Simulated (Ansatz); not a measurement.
`NB(F)[SeH]` and `NB(F)[CH2][GeH3]` differ in one atom or group.

Ansatz, PBE0-D4/def2-TZVP geometries, multiplicity 1. Each molecule was computed in one conformer, which needn't be the lowest.

Scalar relativity is left out up to krypton.

| property | `NB(F)[SeH]` |
| --- | --- |
| size of the dipole moment (PBE/def2-TZVPP) / D | 2.00 |
| LUMO energy (PBE/def2-TZVPP) / eV | -0.68 |
| HOMO energy (PBE/def2-TZVPP) / eV | -5.81 |
| HOMO–LUMO gap (ωB97M-V/def2-TZVPP) / eV | 10.94 |
| HOMO–LUMO gap (PBE/def2-TZVPP) / eV | 5.14 |
| HOMO–LUMO gap (PBE0/def2-TZVPP) / eV | 7.18 |

Q: What does the change do to each property? (Estimate.)

A: The calculation gave: 
```tsv
property	`NB(F)[CH2][GeH3]`	shift
size of the dipole moment (PBE/def2-TZVPP) / D	2.24	0.24
LUMO energy (PBE/def2-TZVPP) / eV	-0.24	0.44
HOMO energy (PBE/def2-TZVPP) / eV	-6.74	-0.93
HOMO–LUMO gap (ωB97M-V/def2-TZVPP) / eV	12.30	1.36
HOMO–LUMO gap (PBE/def2-TZVPP) / eV	6.50	1.36
HOMO–LUMO gap (PBE0/def2-TZVPP) / eV	8.65	1.47
```

With PBE0 the HOMO falls by 1.13 eV and the LUMO rises by 0.33 eV, so the gap widens by about 1.46 eV. PBE moves the HOMO by -0.93 eV and ωB97M-V by -1.27 eV. Dipoles are sizes alone; their direction can turn.

Spin–orbit coupling is left out; it splits and shifts lone-pair levels of the heavy atoms by tenths of an eV.
